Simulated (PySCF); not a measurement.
**Computed structure and properties of [Eu(SH)2]+**

System: [Eu(SH)2]+ (singlet in the valence; each metal's 4f electrons, 6 of them, lie in its core potential, out of spins and levels); start: template (C2). Method: PySCF 2.14.0, RKS PBE0, Eu lcecp-1-SVP with ECP52, S def2-SVP, H def2-SVP; non-relativistic Hamiltonian with scalar-relativistic core potentials where named; density fitting; no spin-orbit coupling.

Input of the relaxation:

```python
mol = gto.M(atom='''
Eu     0.00000    -0.00000    -0.32808
S      2.50170    -0.00000     0.79152
H      3.31580    -0.33650    -0.21988
S     -2.50170     0.00000     0.79152
H     -3.31580     0.33650    -0.21988''',
    basis={'Eu': 'lcecp-1-SVP', 'S': 'def2-SVP', 'H': 'def2-SVP'},
    ecp={'Eu': 'lcecp-1-SVP'},
    charge=1, spin=0)
mf = dft.RKS(mol, xc='PBE0')
mf.grids.atom_grid = (50, 194)  # f atoms: unpruned, at least (60, 302)
mf = mf.density_fit()  # fitting sets: Eu AutoAux, S def2-universal-JKFIT, H def2-universal-JKFIT
mf.conv_tol = 1e-08; mf.max_cycle = 55
mf.kernel(dm0)  # dm0: converged density of the start geometry
# quasi-Newton relaxation in Cartesian coordinates to a largest gradient under 0.00045 Eh/bohr, steps kept in the point group
```

Run from Python with OMP_NUM_THREADS=2; the lines above give its settings. Where DIIS fails, smearing, a level shift and second-order steps follow.
It took 20 s on 2 threads of Arm Neoverse V2, on a shared host, from the converged density of the start.

Course of the relaxation:

| step | energy above end (eV) | largest force component within the symmetry (eV/Å) |
| --- | --- | --- |
| 0 | 0.7238 | 1.871 |
| 1 | 0.4200 | 1.020 |
| 2 | 0.1832 | 0.670 |
| 3 | 0.0946 | 0.503 |
| 4 | 0.0188 | 0.336 |
| 5 | 0.0040 | 0.148 |
| 6 | 0.0005 | 0.073 |
| 7 | 0.0000 | 0.028 |
| 8 | 0.0000 | 0.019 |

Relaxed geometry (C2, nearly C2v):

```xyz
5

Eu    0.0000    0.0000   -0.7783
S     1.8950   -0.0872    0.8643
H     2.8749   -0.2269   -0.0676
S    -1.8950    0.0872    0.8643
H    -2.8749    0.2269   -0.0676
```

```
    contact      Å
Eu1–S2 (SH)  2.509
Eu1–S4 (SH)  2.509
```

On the finer grid (75, 302):

```yaml
HOMO: -12.10 eV
LUMO: -7.35 eV
Dipole_about_the_centre_of_mass: 7.61 D
Set_of_Mulliken_populations_of_Eu1_outside_the_core_potential: s 2.29, p 6.17, d 1.40, f 0.04
D3_BJ_dispersion_energy_not_in_the_energies: -0.115 eV
```

```tsv
atom	Mulliken (e)	Löwdin (e)	spin (e)
Eu1	1.11	0.55	0.00
S2	-0.20	0.17	0.00
H3	0.15	0.05	0.00
S4	-0.20	0.17	0.00
H5	0.15	0.05	0.00
```

The 4f levels lie in the core potential and are missing. Their spin isn't counted.

On the grid (50, 194), as all that follows. Harmonic modes: a minimum; lowest 65 cm⁻¹ (negative: unstable), highest 2659 cm⁻¹, zero-point energy 0.444 eV.

Taking off one SH (charge -1, singlet; the rest: singlet) in vacuum, both parts rigid, costs 14.30 eV; the small basis without counterpoise inflates it. Most of it is the attraction of opposite charges; other ways to part are cheaper, and one spin state was tried for the rest.

Rigid scan of SH along the line from its metal:

(distance to S2 (Å), energy (eV)): (2.21, 0.827), (2.31, 0.322), (2.41, 0.071), (2.51, 0.000), (2.61, 0.056), (2.71, 0.200), (2.91, 0.645), (3.21, 1.464), (3.61, 2.517), (4.11, 3.551)

One start shape was tried, so this needn't be the lowest isomer.

An lcecp potential fixes the number of 4f electrons, so in runs with it no electron can move into or out of that shell.
